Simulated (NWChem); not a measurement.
# Ionisation of arsenic trifluoride (AsF3)

```
As
F 1 1.7252
F 1 1.7252 2 95.97
F 1 1.7252 2 95.97 3 96.67
```
Charge 0, spin multiplicity 1.

Program: NWChem. The geometry was optimised at PBE0/def2-SVP, a minimum by its harmonic frequencies.

Basis set: def2-TZVP. −ε marks an orbital energy of the parent.

The Hamiltonian is non-relativistic.

Problem. One of these methods gave a first vertical ionisation energy of 12.61 eV. Which?
A) G0W0@PBE
B) G0W0@PBE0
C) −ε(HOMO) of BLYP
D) G0W0@BHandHLYP

Solution. D, G0W0@BHandHLYP. The others give 12.32 (G0W0@PBE0), 8.39 (−ε(HOMO) of BLYP), 11.98 (G0W0@PBE).
